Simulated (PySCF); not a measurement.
Orbital picture of InO⁻

r²SCAN0 at R = 1.919 Å; In def2-TZVPPD with ECP28, O def2-TZVPPD; scalar-relativistic core potentials (PySCF 2.14). State: ¹Σ⁺ (singlet), closed shell. Only the outer orbitals are listed, counted within each symmetry, core potentials removing the inner ones.

```json
{"orbital": "6σ", "occ.": "2", "ε (eV)": "-3.95", "on In (%)": "68", "main shells (%)": "67 In s, 31 O p"}
{"orbital": "3π", "occ.": "2", "ε (eV)": "-1.15", "on In (%)": "13", "main shells (%)": "87 O p, 11 In p"}
{"orbital": "3π", "occ.": "2", "ε (eV)": "-1.15", "on In (%)": "13", "main shells (%)": "87 O p, 11 In p"}
{"orbital": "7σ", "occ.": "2", "ε (eV)": "-0.64", "on In (%)": "54", "main shells (%)": "43 O p, 27 In s, 26 In p"}
{"orbital": "4π", "occ.": "0", "ε (eV)": "3.56", "on In (%)": "99", "main shells (%)": "92 In p"}
{"orbital": "4π", "occ.": "0", "ε (eV)": "3.56", "on In (%)": "99", "main shells (%)": "92 In p"}
{"orbital": "8σ", "occ.": "0", "ε (eV)": "4.22", "on In (%)": "102", "main shells (%)": "100 In s"}
```

Q: Which are the highest filled and the lowest empty level, where do they sit, and how wide is the gap?

A: Highest filled 7σ at -0.64 eV (in %: 43 O p, 27 In s, 26 In p); lowest empty 4π at 3.56 eV (in %: 92 In p); the gap at r²SCAN0 is 4.20 eV. An empty level above zero is unbound, and its energy depends on the basis.

| Quantity | Value |
| --- | --- |
| bond order (Mayer) | 1.55 |
| ⟨S²⟩ | 0.000 |
| charge on In (Mulliken, basis-dependent) | -0.05 |
| charge on In (Löwdin, basis-dependent) | 0.09 |
| dipole moment (positive dipole points towards O; it is taken about the centre of mass and depends on that origin) | -4.41 D |

Shares are Mulliken populations and can fall outside 0 to 100 %.

Spin–orbit coupling is left out.
